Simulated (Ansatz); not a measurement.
Reaction (hydrogenolysis of a B–S bond): `[SiH3]B(S)SS` + H₂ → `[SiH3]BS` + `SS`

Gas-phase electronic energies from Ansatz, PBE0-D4/def2-TZVP geometries. CCSD(T)/CBS adds triple-zeta CCSD(T) − MP2 to the extrapolated MP2 energy (def2 sets, frozen cores). This one scheme is used for every species. DFT in def2-TZVPP. B3LYP here is the variant with VWN-RPA as its local correlation; programs differ in this. One conformer a species, not always the lowest.

`[SiH3]B(S)SS`:

Cartesian coordinates in Å:
```
Si -0.411 -0.693 0.902
B 0.086 -0.081 -0.948
S -0.564 -0.868 -2.422
S 1.207 1.285 -1.260
S 1.793 1.890 0.626
H -1.060 0.397 1.679
H 0.773 -1.184 1.654
H -1.385 -1.818 0.783
H -1.314 -1.789 -1.797
H 0.876 2.861 0.785
```

H₂:

```xyz
2

H    -0.048   -0.368    0.033
H     0.048    0.368   -0.033
```

`[SiH3]BS`:

Cartesian coordinates in Å:
```
Si 1.159 0.089 0.518
B -0.773 0.087 -0.036
S -1.200 -0.595 -1.604
H 2.055 -0.513 -0.507
H 1.318 -0.674 1.788
H 1.607 1.487 0.772
H -1.631 0.532 0.664
H -2.535 -0.411 -1.594
```

`SS`:

Cartesian coordinates in Å:
```
S 0.333 -0.629 0.871
S -0.321 -0.293 -1.038
H 1.281 0.325 0.932
H -1.294 0.597 -0.765
```

CCSD(T)/CBS gives +59.5 kJ/mol.

Question: Another level gave +52.3 kJ/mol. Which?
A. B97M-V/def2-TZVPP
B. HF/def2-TZVPP
C. B3LYP/def2-TZVPP
D. BHLYP-D4/def2-TZVPP

Answer: D. BHLYP-D4 52.3, B3LYP 37.2, HF/def2-TZVPP 14.6, B97M-V 56.7 kJ/mol.

Largest T1 diagnostic among the species: 0.015.

From BLYP to BHLYP (50 % exact exchange), in def2-TZVPP and without D4, ΔE moves by −5.7 kJ/mol. In def2-TZVPP, CCSD(T) changes the Hartree–Fock value by +41.3 kJ/mol (the triples alone add +10.2 kJ/mol) and MP2 by +55.9 kJ/mol.

CCSD(T)/CBS has its own doubt, a few kJ/mol and more with outer-core shells, so smaller differences from it don't rank the levels.
